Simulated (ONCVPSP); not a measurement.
**Potentials for Ge compared**

Generated with ld1.x 7.5 (TM, RRKJ, ultrasoft, PAW), atompaw 4.2 or ONCVPSP 4.0.1. The cutoff is in Ry: for ld1.x and atompaw files where the sum of valence levels is converged to 10 mRy in a Bessel basis, for ONCV files where the hardest occupied wave has 1 mHa per electron of residual kinetic energy. The error is the largest all-electron minus pseudo excitation energy over each file’s own four to seven test configurations (ionisations up to +4, promotions, holes and added fractions of an electron), all of which were solved. The labels leave out finer settings (local radius, basis sizes, second energies), which also bear on the numbers. Spin-polarised tests are not counted. The rows are a selection from randomly drawn settings: files with unsolved tests, undetermined cutoffs or missed reference levels are left out.

A true bound ghost makes a file unfit for plane-wave use even where its test errors are small: the radial tests pick states by their node count and pass the ghost by.

| potential | cutoff (Ry) | largest error (meV) | bound ghosts |
| --- | --- | --- | --- |
| ONCV, LDA (Perdew-Wang 92), fully relativistic, rc 1.80/1.85 (sp), local smoothed, core correction yes, reference 4s2 4p1, qcut 4.1/4.3, projectors 2/2 | 16 | -185 | none |
| ONCV, PBE, scalar-relativistic, rc 0.85/0.90/0.85 (spd), local d, core correction no, reference 3s2 3p6 3d10 4s2 4p2, qcut 14.6/18.8/16, projectors 2/2/0 | 225 | +7.6 | s |
| ONCV, PBE, scalar-relativistic, rc 1.45/2.35/2.40 (spd), local smoothed, core correction yes, reference 4s2 4p1.5, qcut 3.9/3.8/4.3, projectors 2/1/1 | 18 | +12 | none |
| ONCV, LDA (Perdew-Wang 92), scalar-relativistic, rc 1.55/1.90 (sp), local smoothed, core correction no, reference 4s2 4p1, qcut 4.7/4.9, projectors 2/2 | 18 | +227 | none |
| ONCV, PBE, scalar-relativistic, rc 1.05/1.10/1.00 (spd), local smoothed, core correction yes, reference 3s2 3p6 3d10 4s2 4p1, qcut 14.6/11.7/17.3, projectors 2/2/3 | 224 | +41 | none |
| ONCV, PBEsol, scalar-relativistic, rc 0.80/0.90/1.10 (spd), local smoothed, core correction yes, reference 3s2 3p6 3d10 4s2 4p2, qcut 11.7/15.6/11.5, projectors 2/2/1 | 404 | -4.1 | none |
| ONCV, PBEsol, scalar-relativistic, rc 1.65/0.90/1.30 (spd), local smoothed, core correction yes, reference 3p6 3d10 4s2 4p2, qcut 3.1/14.1/10.5, projectors 1/2/2 | 115 | +3.9 | s |

Task: Fill in the row for Ge: ONCV, PBE, scalar-relativistic, rc 1.00/0.60/1.30 (spd), local smoothed, core correction yes, reference 3s2 3p6 3d10 4s2, qcut 13.1/15.7/11.2, projectors 2/2/2.

Result: cutoff 238 Ry, largest error -5.8 meV, bound ghosts: none.

Task: Fill in the row for Ge: ONCV, PBEsol, scalar-relativistic, rc 1.60/2.10/1.60 (spd), local d, core correction yes, reference 4s2 4p2, qcut 4.1/3.6/5.3, projectors 2/2/0.

Result: cutoff 18 Ry, largest error -232 meV, bound ghosts: none.
